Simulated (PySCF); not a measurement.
Magnetisability: `O=[P@](CCOC)(C)C(F)(F)F`, C5H10F3O2P

Molfile (atoms numbered from 1):
```
C5H10F3O2P
     RDKit          3D

 21 20  0  0  0  0  0  0  0  0999 V2000
    2.5847    0.8620   -0.4178 C   0  0  0  0  0  0  0  0  0  0  0  0
    1.4630    0.2556    0.1826 O   0  0  0  0  0  0  0  0  0  0  0  0
    1.3757   -1.1368   -0.0088 C   0  0  0  0  0  0  0  0  0  0  0  0
   -0.0528   -1.4359    0.4003 C   0  0  0  0  0  0  0  0  0  0  0  0
   -0.9806   -0.0249   -0.3528 P   0  0  2  0  0  5  0  0  0  0  0  0
   -2.7379   -0.4656   -0.0739 C   0  0  0  0  0  0  0  0  0  0  0  0
   -0.6687    0.3113   -1.7388 O   0  0  0  0  0  0  0  0  0  0  0  0
   -0.8431    1.4673    0.8139 C   0  0  0  0  0  0  0  0  0  0  0  0
   -2.0498    2.0509    0.9372 F   0  0  0  0  0  0  0  0  0  0  0  0
   -0.0246    2.4044    0.3525 F   0  0  0  0  0  0  0  0  0  0  0  0
   -0.4565    1.1568    2.0555 F   0  0  0  0  0  0  0  0  0  0  0  0
    2.5101    1.9256   -0.2059 H   0  0  0  0  0  0  0  0  0  0  0  0
    3.5124    0.4617    0.0045 H   0  0  0  0  0  0  0  0  0  0  0  0
    2.5768    0.7045   -1.5006 H   0  0  0  0  0  0  0  0  0  0  0  0
    1.5248   -1.3818   -1.0695 H   0  0  0  0  0  0  0  0  0  0  0  0
    2.1261   -1.6691    0.5918 H   0  0  0  0  0  0  0  0  0  0  0  0
   -0.1688   -1.4328    1.4829 H   0  0  0  0  0  0  0  0  0  0  0  0
   -0.4315   -2.3710   -0.0118 H   0  0  0  0  0  0  0  0  0  0  0  0
   -2.9425   -1.3663   -0.6496 H   0  0  0  0  0  0  0  0  0  0  0  0
   -3.3630    0.3386   -0.4577 H   0  0  0  0  0  0  0  0  0  0  0  0
   -2.9626   -0.6376    0.9750 H   0  0  0  0  0  0  0  0  0  0  0  0
  1  2  1  0
  2  3  1  0
  3  4  1  0
  5  4  1  1
  5  6  1  0
  5  7  2  0
  5  8  1  0
  8  9  1  0
  8 10  1  0
  8 11  1  0
  1 12  1  0
  1 13  1  0
  1 14  1  0
  3 15  1  0
  3 16  1  0
  4 17  1  0
  4 18  1  0
  6 19  1  0
  6 20  1  0
  6 21  1  0
M  END
```

Computed with GIAO revPBE/pcSseg-0 magnetisability, rotational g tensor and spin-rotation constants, non-relativistic, gas phase (PySCF). Geometry: GFN2-xTB.

Task: How diamagnetic is it, and how anisotropic?

Result: Isotropic -1700 × 10⁻³⁰ J/T², or -102.3 × 10⁻⁶ cm³/mol; principal values -1770, -1673, -1656 × 10⁻³⁰ J/T², anisotropy 107 × 10⁻³⁰ J/T² (root of half the summed squared differences of the principal values). The susceptibility is in cgs units.

Task: Split it along the inertial axes a, b, c into diamagnetic and paramagnetic parts about the centre of mass, with the quadrupole moment.

Result: 
```csv
axis,χ (10⁻⁶ cm³/mol),diamagnetic (10⁻⁶ cm³/mol),paramagnetic (10⁻⁶ cm³/mol),summed x² of all electrons (Å²),quadrupole Θ (D Å)
a,-102.6,-1061.0,958.4,248.9,+9.56
b,-102.9,-1412.6,1309.6,166.0,+1.39
c,-101.5,-1760.0,1658.5,84.1,-10.95
```
Anisotropies 2χaa − χbb − χcc = -0.9 and 2χbb − χaa − χcc = -1.7 × 10⁻⁶ cm³/mol. Θ is traceless in Buckingham's convention.

Task: And the rotational g tensor?

Result: 
| axis | rotational constant (GHz) | g | nuclear part | electronic part |
| --- | --- | --- | --- | --- |
| a | 1.2461 | -0.0160 | 0.5450 | -0.5611 |
| b | 0.9256 | -0.0097 | 0.5598 | -0.5695 |
| c | 0.7225 | -0.0056 | 0.5574 | -0.5630 |

Asymmetric top; isotopes 12C, 19F, 1H, 16O, 31P; no vibrational averaging.
